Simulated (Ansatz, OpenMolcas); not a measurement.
**CBr2Cl2 (dibromodichloromethane): from total energies to a heat of formation**

The species is CBr2Cl2 (5 atoms), meant as a singlet with charge 0. SMILES: `ClC(Cl)(Br)Br`. Geometry: relaxed at PBE0-D4/def2-TZVP.

Total energies at SVWN5/6-31G* (spherical functions) (OpenMolcas 26.06); the atoms run unrestricted:

```
species    state   energy (Eh)
CBr2Cl2  singlet  -6095.735877
     Cl  doublet   -458.611898
      C  triplet    -37.450175
     Br  doublet  -2570.237771
```

Harmonic wavenumbers at PBE0-D4/def2-TZVP, in cm⁻¹: 154, 174, 233, 245, 265, 391, 696, 750, 786.

Measured heats of formation of the gaseous atoms at 298.15 K, in kJ/mol: Cl 121.3, C 716.9, Br 111.9. Spin-orbit lowering of the atoms at 298 K (mean of the ground term's levels less their thermal mean, from spectra), in kJ/mol: Cl 3.44, C 0.02, Br 14.69. Take 1 Eh = 2625.50 kJ/mol, 1 cm⁻¹ = 0.0119627 kJ/mol, RT = 2.479 kJ/mol.

Work out the heat of formation of the gas at 298 K.


1. Electronic atomisation energy: 2 × (-458.611898) + (-37.450175) + 2 × (-2570.237771) − (-6095.735877) = 0.586364 Eh = 1539.5 kJ/mol.
2. Zero-point energy: half the sum of the wavenumbers, 1847 cm⁻¹ = 22.1 kJ/mol.
3. Thermal vibrational enthalpy, Σ hcν̃/(exp(hcν̃/kT) − 1): 8.7 kJ/mol. Translation, rotation and pV of a non-linear molecule: 4 RT = 9.9 kJ/mol.
4. The 5 free atoms carry 5/2 RT each: 31.0 kJ/mol.
5. Spin-orbit coupling lowers the free atoms by 2 × 3.44 + 0.02 + 2 × 14.69 = 36.3 kJ/mol.
6. Atomisation enthalpy at 298 K: 1539.5 − 36.3 − 22.1 − 8.7 − 9.9 + 31.0 = 1493.5 kJ/mol.
7. Sum of the atoms' heats of formation: 1183.3 kJ/mol. Heat of formation: 1183.3 − 1493.5 = -310.2 kJ/mol.

The tabulated value is +3.4 kJ/mol (Active Thermochemical Tables), so this level is off by -313.6 kJ/mol, or 26.6 % of the atomisation enthalpy. The LDA overbinds, which puts heats of formation too low. Relativity is left out. Anharmonicity and any spin-orbit splitting of the molecule are left out.
